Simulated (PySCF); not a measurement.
Geometry:
| atom | x (Å) | y (Å) | z (Å) |
| --- | --- | --- | --- |
| C1 | 2.868 | -0.155 | -1.107 |
| O2 | 1.776 | -0.988 | -0.839 |
| C3 | 0.583 | -0.469 | -0.479 |
| C4 | 0.397 | 0.896 | -0.364 |
| C5 | -0.759 | 1.631 | -0.006 |
| C6 | -2.027 | 1.211 | 0.331 |
| B7 | -2.548 | -0.213 | 0.411 |
| C8 | -1.681 | -1.443 | 0.115 |
| C9 | -0.369 | -1.517 | -0.258 |
| H10 | 3.703 | -0.816 | -1.372 |
| H11 | 2.667 | 0.525 | -1.953 |
| H12 | 3.152 | 0.446 | -0.226 |
| H13 | 1.270 | 1.515 | -0.581 |
| H14 | -0.583 | 2.715 | -0.006 |
| H15 | -2.719 | 2.030 | 0.562 |
| H16 | -3.706 | -0.398 | 0.724 |
| H17 | -2.158 | -2.427 | 0.206 |
| H18 | 0.080 | -2.503 | -0.429 |

[PySCF 2.14.0 with density-fitted response routines: PBE0-D3(BJ)/def2-SVP geometry; GIAO PBE0/pcSseg-1 shieldings; non-relativistic; no solvent; fast rotation and ring inversion assumed for equivalent nuclei; one conformer]

Shifts are taken against calculated references (same method and geometry level): TMS for 13C.

Q: Do the 13C shifts follow the atomic charges (in e)? Tabulate both.

A: 
```tsv
atoms	hybridisation	δ (ppm)	σ para (ppm)	Hirshfeld	IAO	Mulliken	ESP-fitted
C3	sp2	171.3	-245	+0.10	+0.23	+0.24	+0.49
C8	sp2	160.7	-232	-0.09	-0.22	-0.27	-0.15
C5	sp2	153.6	-222	-0.02	-0.08	-0.07	-0.13
C6	sp2	153.0	-225	-0.12	-0.26	-0.30	-0.23
C9	sp2	151.3	-221	-0.03	-0.12	-0.11	-0.28
C4	sp2	115.6	-192	-0.07	-0.22	-0.23	-0.29
C1	sp3	54.1	-115	-0.03	-0.20	-0.05	-0.09
```

Correlation coefficients of δ with charge over these carbons: Hirshfeld +0.13, IAO +0.42, Mulliken +0.08, ESP-fitted +0.27; with the paramagnetic shielding -1.00. Among the 6 sp2 carbons alone: Hirshfeld +0.46, IAO +0.56, Mulliken +0.51, ESP-fitted +0.64. With so few points, grouped by hybridisation, these coefficients are fragile. Charge is one influence among several: hybridisation and low-lying excitations act through the paramagnetic term.

A carbon bonded to boron is broadened by the quadrupolar boron nucleus and is often missing from a measured spectrum. Shifts are as computed. Against solution values, carbons near 30 ppm lie about +2 ppm off and those near 130 ppm about +5 ppm. Of 1309 compounds with measured shifts, 239 miss one by over three times the rms of a fit or turn the order of signals round; such compounds aren't used in these exercises.
